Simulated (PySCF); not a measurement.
Species: C10H14.
Numbering: `[CH3:1][CH2:2][CH2:3][CH2:4][c:5]1[cH:6][cH:7][cH:8][cH:9][cH:10]1` (hydrogens: H11, H12, H13 on C1; H14, H15 on C2; H16, H17 on C3; H18, H19 on C4; H20 on C6; H21 on C7; H22 on C8; H23 on C9; H24 on C10)

The same species was optimised twice, with GFN2-xTB and with PBE0-D3(BJ)/def2-SVP (PySCF), and the same property calculations (PySCF, gas phase) were run on both structures.

| coordinate | GFN2-xTB | PBE0-D3(BJ)/def2-SVP | change |
| --- | --- | --- | --- |
| C5–C10 (Å) | 1.390 | 1.401 | +0.011 |
| C5–C6 (Å) | 1.389 | 1.399 | +0.010 |
| C6–C7 (Å) | 1.384 | 1.394 | +0.010 |
| C8–C9 (Å) | 1.385 | 1.395 | +0.010 |
| C9–C10 (Å) | 1.383 | 1.393 | +0.010 |
| C7–C8 (Å) | 1.384 | 1.393 | +0.009 |
| C2–C3 (Å) | 1.526 | 1.522 | -0.004 |
| C4–C5 (Å) | 1.502 | 1.506 | +0.004 |
| C1–C2 (Å) | 1.524 | 1.520 | -0.004 |
| C3–C4 (Å) | 1.535 | 1.532 | -0.003 |
| C2–C3–C4 (°) | 112.5 | 114.3 | +1.8 |
| C3–C4–C5 (°) | 111.8 | 113.5 | +1.7 |
| C1–C2–C3 (°) | 111.7 | 113.1 | +1.4 |
| C6–C5–C10 (°) | 118.6 | 118.1 | -0.5 |
| C5–C10–C9 (°) | 120.8 | 121.1 | +0.3 |
| C5–C6–C7 (°) | 120.8 | 121.1 | +0.3 |
| C4–C5–C6 (°) | 121.2 | 121.5 | +0.3 |
| C4–C5–C10 (°) | 120.2 | 120.4 | +0.2 |
| C1–C2–C3–C4 (°) | -178 | 180 | -2 |
| C2–C3–C4–C5 (°) | -66 | -64 | +2 |
| C3–C4–C5–C6 (°) | 100 | 100 | 0 |

Rotational constants: A = 2551, B = 727.7, C = 690.0 MHz (GFN2-xTB) against A = 2517, B = 712.4, C = 679.3 MHz (PBE0-D3(BJ)/def2-SVP). Point groups within 0.08 Å: C1 and C1.

On the GFN2-xTB structure: HOMO (eV) -6.98 [PBE0/pcSseg-1]; LUMO (eV) -0.12 [PBE0/pcSseg-1]; dipole (D) 0.35 [PBE0/pcSseg-1]; GIAO shielding of C1 (ppm) 170.0 [PBE0/pcSseg-1]; GIAO shielding of C2 (ppm) 161.4 [PBE0/pcSseg-1]; GIAO shielding of C3 (ppm) 147.2 [PBE0/pcSseg-1]; GIAO shielding of C4 (ppm) 145.5 [PBE0/pcSseg-1]; GIAO shielding of C5 (ppm) 38.1 [PBE0/pcSseg-1]; GIAO shielding of C6/C10 (mean) (ppm) 52.3 [PBE0/pcSseg-1]; GIAO shielding of C7/C9 (mean) (ppm) 53.1 [PBE0/pcSseg-1]; GIAO shielding of C8 (ppm) 55.7 [PBE0/pcSseg-1].

Q: What do these properties become on the PBE0-D3(BJ)/def2-SVP structure?

A: 
```
                                    property          level  on GFN2-xTB  on PBE0-D3(BJ)/def2-SVP  change
                                   HOMO (eV)  PBE0/pcSseg-1        -6.98                    -6.98    0.00
                                   LUMO (eV)  PBE0/pcSseg-1        -0.12                    -0.18   -0.06
                                  dipole (D)  PBE0/pcSseg-1         0.35                     0.35    0.00
energy, GFN2-xTB geometry as zero (kcal/mol)  PBE0/pcSseg-1          0.0                     -0.7    -0.7
                  GIAO shielding of C1 (ppm)  PBE0/pcSseg-1        170.0                    168.1    -1.9
                  GIAO shielding of C2 (ppm)  PBE0/pcSseg-1        161.4                    160.8    -0.6
                  GIAO shielding of C3 (ppm)  PBE0/pcSseg-1        147.2                    146.9    -0.3
                  GIAO shielding of C4 (ppm)  PBE0/pcSseg-1        145.5                    145.0    -0.5
                  GIAO shielding of C5 (ppm)  PBE0/pcSseg-1         38.1                     36.3    -1.8
       GIAO shielding of C6/C10 (mean) (ppm)  PBE0/pcSseg-1         52.3                     49.4    -2.9
        GIAO shielding of C7/C9 (mean) (ppm)  PBE0/pcSseg-1         53.1                     50.6    -2.5
                  GIAO shielding of C8 (ppm)  PBE0/pcSseg-1         55.7                     52.9    -2.8
```

The heavy atoms differ by 0.030 Å rms after alignment. Among bonds between heavy atoms C5–C6, C5–C10, C6–C7, C8–C9 and C9–C10 change most and about equally (+0.010 to +0.011 Å). Changes are differences of the printed values. Neither structure is proved a minimum here.

The values belong to the conformer `[CH3:1][CH2:2][CH2:3][CH2:4][c:5]1[cH:6][cH:7][cH:8][cH:9][cH:10]1`: C1–C2–C3–C4 180°, C2–C3–C4–C5 -64°, C3–C4–C5–C6 100°.
